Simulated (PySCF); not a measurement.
System: sum formula H₂SiO₂F, net charge 0, doublet state. It need not be the lowest isomer of its formula. SMILES: O[Si](O)F
Geometry from a B3LYP-D3(BJ)/def2-TZVP (Ansatz) optimisation:
```
Si
F 1 1.6015
O 1 1.6363 2 105.43
H 3 0.9619 1 117.75 2 -163.97
O 1 1.6456 2 111.15 3 -116.55
H 5 0.9618 1 118.46 2 -70.13
```
Charge 0, spin multiplicity 2.

Dispersion corrections to the total energy (kcal/mol) from the dftd3 and dftd4 libraries through PySCF: D3(BJ) without and D4 with the three-body term, each with the damping fitted for the functional named.

```tsv
functional	D3(BJ)	D4
B2GP-PLYP	-1.52	-0.91
LC-wPBE	-1.93	-2.50
revPBE	-5.24	-7.34
PBE	-2.04	(withheld)
HSE06	-1.32	-1.71
BHLYP	-2.98	(withheld)
TPSSh	-2.36	(withheld)
```

Problem. Complete the blanks.

Solution. 
- PBE, D4: -2.24
- BHLYP, D4: -2.70
- TPSSh, D4: -2.73
